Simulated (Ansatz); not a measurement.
Basis-set extrapolation for `F[CH]([SiH3])[Al]([F])[Cl]` (PBE0-D4/def2-TZVP geometry, frozen core, Ansatz). Multiplicity 1, RHF reference.

|  | def2-TZVPP | def2-QZVPP |
| --- | --- | --- |
| HF | -1229.700629 | -1229.740671 |
| MP2 correlation | -1.049241 | -1.144582 |
| CCSD(T) correlation | -1.135446 | not run |

Energies in hartree. Use E(X) = E(∞) + A·exp(−7.88·√X) for Hartree–Fock and E(X) = E(∞) + B·X^(−2.97) for correlation, with X = 3 and 4, and add CCSD(T) minus MP2 of the smaller set to the MP2 limit.

Q: What is the CCSD(T) energy at the basis-set limit?

A: HF limit: -1229.740671 + (-0.040042) × 0.13774 = -1229.74619. MP2 limit: -1.144582 + (-0.095341) × 0.74074 = -1.21520. Higher-order term: -1.135446 − (-1.049241) = -0.08620. Total: -1231.04759 hartree, 555.3 kJ/mol below CCSD(T)/def2-TZVPP.
